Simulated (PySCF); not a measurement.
C2H3O3, SMILES COC([O])=O, multiplicity 2.

The structure is a stationary point at r2SCAN-D4/def2-SVP. A frequency run showed that this geometry is not a minimum. The isomer is the one that the SMILES or the coordinates give; other isomers of the formula were not compared.

Level of theory: TDA-PBE/def2-SVPD in PySCF.

Vertical excitations. The molecule is in vacuum.

```tsv
state	energy (eV)	λ (nm)	f	main pairs
root 1	1.20	1032	0.000	β HOMO→LUMO 100 %
root 2	1.67	741	0.000	β HOMO−1→LUMO 100 %
root 3	2.69	462	0.010	β HOMO−2→LUMO 56 %, β HOMO−3→LUMO 40 %
root 4	3.24	382	0.028	β HOMO−3→LUMO 59 %, β HOMO−2→LUMO 32 %
root 5	4.62	268	0.007	β HOMO−4→LUMO 99 %
root 6	4.67	266	0.000	β HOMO−5→LUMO 100 %
root 7	6.28	197	0.014	β HOMO−6→LUMO 98 %
root 8	6.47	192	0.000	β HOMO−8→LUMO 98 %
root 9	6.51	190	0.021	β HOMO−7→LUMO 88 %
root 10	6.78	183	0.001	α HOMO→LUMO 35 %, α HOMO−2→LUMO 10 %, β HOMO→LUMO+1 53 %
```
Unrestricted roots are not spin-pure.
